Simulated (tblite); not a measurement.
Compound: C7H11O (doublet state).
Z-matrix (Å and degrees, GFN2-xTB geometry), rows numbered from 1:
```
C 
C   1  1.4569
C   2  1.5491  1  113.38
C   3  1.4915  2  112.44  1    66.05
C   4  1.3210  3  124.20  2   109.00
C   2  1.5673  1  116.14  3   131.41
C   6  1.5256  2   84.67  1   118.08
O   7  1.4253  6   92.23  2    -2.53
H   1  1.0715  2  119.53  3   141.24
H   1  1.0709  2  120.81  3   -40.21
H   3  1.0920  2  107.50  1   -55.74
H   3  1.0913  2  107.49  1  -172.30
H   4  1.0814  3  115.98  2   -70.54
H   5  1.0767  4  122.03  3  -179.72
H   5  1.0782  4  121.90  3     1.20
H   6  1.0862  2  114.05  1     3.03
H   6  1.0857  2  114.43  1  -125.19
H   7  1.0934  6  115.70  2  -117.78
H   7  1.0947  6  115.42  2   112.66
```

Level: GFN2-xTB in tblite, geometry and Hessian alike; calculated harmonic values, unscaled, isolated species. Errors from tens to a few hundred cm⁻¹ against measured bands are possible. One conformer, not necessarily the lowest. Open shells enter through the occupations alone, without spin polarisation, and single modes of such species can be off by tens of per cent.

Harmonic wavenumbers (cm⁻¹): 33.4, 80.1, 86.4, 103.5, 212.9, 292.1, 309.5, 381.7, 423.3, 442.9, 498.1, 604.8, 719.0, 802.1, 839.6, 887.4, 898.1, 907.3, 959.7, 978.9, 1006.4, 1025.0, 1051.3, 1064.3, 1085.5, 1120.1, 1136.9, 1157.9, 1185.7, 1198.8, 1229.9, 1265.6, 1272.4, 1308.6, 1374.1, 1415.0, 1453.2, 1474.5, 1488.0, 1710.1, 2915.0, 2946.1, 2977.0, 2990.3, 3032.2, 3032.4, 3065.0, 3095.3, 3124.3, 3146.7, 3196.1.

A = 3599, B = 1487, C = 1301 MHz; mass 111.081 u (most abundant isotopes); point group C1, symmetry number 1; spin multiplicity 2.

**Question.** What is the zero-point energy?

**Answer.** Half the sum of the wavenumbers: 34502 cm⁻¹ = 412.73 kJ/mol.

**Question.** Entropy at 298.15 K, 1 bar (ideal gas, RRHO, classical rotation)?

**Answer.** Translation 167.60, rotation 118.09, vibration 114.88, spin (R ln 2) 5.76: S = 406.3 J/(mol K).

**Question.** And Cp and H(298.15 K) − H(0)?

**Answer.** Cp = 150.14 J/(mol K), of which vibrations give 116.89 (their classical limit is 51 R = 424.0); H(298.15 K) − H(0) = 27.28 kJ/mol without the zero-point energy, 17.37 from vibrations.

**Question.** Blend soft modes into free rotors: weight 1/[1 + (100 cm⁻¹/ν̃)⁴] for the oscillator and the rest for a rotor with moment μB/(μ + B), μ = h/(8π²ν), B = 10⁻⁴⁴ kg m². What vibrational entropy results?

**Answer.** 102.55 J/(mol K) in place of 114.88, which changes −T·S at 298.15 K by +3.68 kJ/mol.

**Question.** How do the functions run with temperature in this model?

**Answer.** 
| T (K) | S (J/(mol K)) | Cp (J/(mol K)) | H − H(0) (kJ/mol) | G − H(0) (kJ/mol) | ln q(vib) |
| --- | --- | --- | --- | --- | --- |
| 100 | 293.3 | 74.2 | 5.46 | -23.87 | 2.02 |
| 200 | 355.3 | 109.3 | 14.60 | -56.46 | 4.49 |
| 300 | 407.3 | 151.0 | 27.56 | -94.62 | 6.85 |
| 500 | 504.0 | 230.7 | 66.10 | -185.88 | 11.59 |
| 800 | 630.5 | 306.8 | 147.79 | -356.64 | 18.62 |
| 1000 | 702.7 | 339.5 | 212.59 | -490.11 | 23.05 |

q(vib) and H(0) count from the zero-point level.

**Question.** What must be added to the electronic energy to get the Gibbs energy at 298.15 K and 1 bar?

**Answer.** ZPE + [H(298.15 K) − H(0)] − T·S = 412.73 + 27.28 − 121.15 = 318.86 kJ/mol.

**Question.** Which modes carry the vibrational entropy at 298.15 K?

**Answer.** 33.4 cm⁻¹: 23.50; 80.1 cm⁻¹: 16.27; 86.4 cm⁻¹: 15.65; 103.5 cm⁻¹: 14.17; 212.9 cm⁻¹: 8.45; 292.1 cm⁻¹: 6.12 J/(mol K); the other 45 give 30.73 together.

Hindered rotation and anharmonicity are outside this model. Other conformers, if any are populated, would add a mixing term that is left out. The structure is chiral; the term R ln 2 for an equal mix with its mirror image is left out.

On Arm Neoverse V1, one thread, shared host with 32 logical CPUs at a one-minute load of 9.1, this took 0.63 s of wall time. The figure is for the frequency step alone.
